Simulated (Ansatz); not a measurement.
F$_{6}$Re (SMILES [F][Re]([F])([F])([F])([F])[F]), doublet, at a GFN2-xTB geometry (such geometries of metal compounds can be far from the true shape) (the multiplicity is a formal guess) (core potentials on Re); PBE0/def2-SVP in Ansatz (a program for electronic structure).

The Ansatz input:
Ansatz 0.2 input:
```yaml
crystal:
  periodic: [false, false, false]
  atoms:
    - {symbol: Re, position_ang: [0.00000000, -0.00000000, 0.00000000]}
    - {symbol: F, position_ang: [1.10905314, -0.46150799, -1.35505160]}
    - {symbol: F, position_ang: [-1.10905314, 0.46150799, 1.35505160]}
    - {symbol: F, position_ang: [-1.11122240, 0.75995228, -1.16831620]}
    - {symbol: F, position_ang: [-0.88020309, -1.57166272, -0.18512734]}
    - {symbol: F, position_ang: [0.88020309, 1.57166272, 0.18512734]}
    - {symbol: F, position_ang: [1.11122240, -0.75995228, 1.16831620]}
basis:
  gaussian:
    orbitals: def2-SVP
hamiltonian:
  xc: pbe0
magnetization: {spin_polarized: true, initial_magnetization: 1}
```

The log (banner, timings and long lists left out):

```
Functional definition: PBE0
1073 factors; integrals over basis functions are off by at most 9.7e-4 eV
mean field evaluation 1: about -18394.0790 eV, gradient 6.0e1 eV
mean field evaluation 2: about -18314.2884 eV, gradient 1.7e2 eV
mean field evaluation 4: about -18406.0052 eV, gradient 9.3e0 eV
mean field evaluation 8: about -18406.5454 eV, gradient 7.0e-1 eV
mean field evaluation 16: about -18406.5472 eV, gradient 6.0e-4 eV
mean field evaluation 32: about -18406.4494 eV, gradient 4.3e0 eV
mean field -18406.54722718 eV, -676.4281341931 hartree, gradient 3.9e-6 eV, S^2 0.752644; 2 other end points of the search recorded, 0 dependent functions left out
reference -18406.54727510 eV, -676.4281359541 hartree; 35, 34 occupied and 81, 82 virtual orbitals, 1073 factors
Total energy: -18406.54727510 eV, -676.4281359541 hartree
```
